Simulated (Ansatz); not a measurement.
Reaction (formal exchange of groups at a Ga–C bond): `[CH3][GaH2]` + `C=C[SiH3]` → `[SiH3]/C=[CH]\[GaH2]` + CH₄

Gas-phase electronic energies from Ansatz, PBE0-D4/def2-TZVP geometries. CCSD(T)/CBS is the MP2 limit (def2-TZVPP, def2-QZVPP) plus CCSD(T) − MP2 in def2-TZVPP, frozen cores. This one scheme is used for every species. DFT in def2-TZVPP. For Ga outer-core shells are correlated without core-valence functions, which leaves a few kJ/mol of doubt a bond. Scalar relativity is left out up to krypton.

CCSD(T)/CBS gives -14.1 kJ/mol.

(1) Another level gave -9.4 kJ/mol. Which?
A. r2SCAN/def2-TZVPP
B. BHLYP/def2-TZVPP
C. HF/def2-TZVPP
D. CAM-B3LYP-D4/def2-TZVPP

Largest T1 diagnostic among the species: 0.013.

Results:

(1) D. CAM-B3LYP-D4 -9.4, BHLYP -2.1, HF/def2-TZVPP 5.9, r2SCAN -15.2 kJ/mol.

Leaving LDA and LC-ωPBE aside and taking each functional with its dispersion term where it has one, the values, not all of them listed here, spread over 9.2 kJ/mol, from PBE-D4 to B2PLYP. LDA lies −12.3 kJ/mol from PBE without D4. The D4 term adds −9.4 kJ/mol with B3LYP and −5.1 kJ/mol with PBE0; it sums over pairs of atoms, weighted by their polarisabilities, and B3LYP, whose exchange is more repulsive, gets the larger term. At CCSD(T), def2-SVP lies +3.5 kJ/mol from the extrapolated value and def2-TZVPP −0.5 kJ/mol.

B3LYP here is the variant with VWN-RPA as its local correlation; programs differ in this.
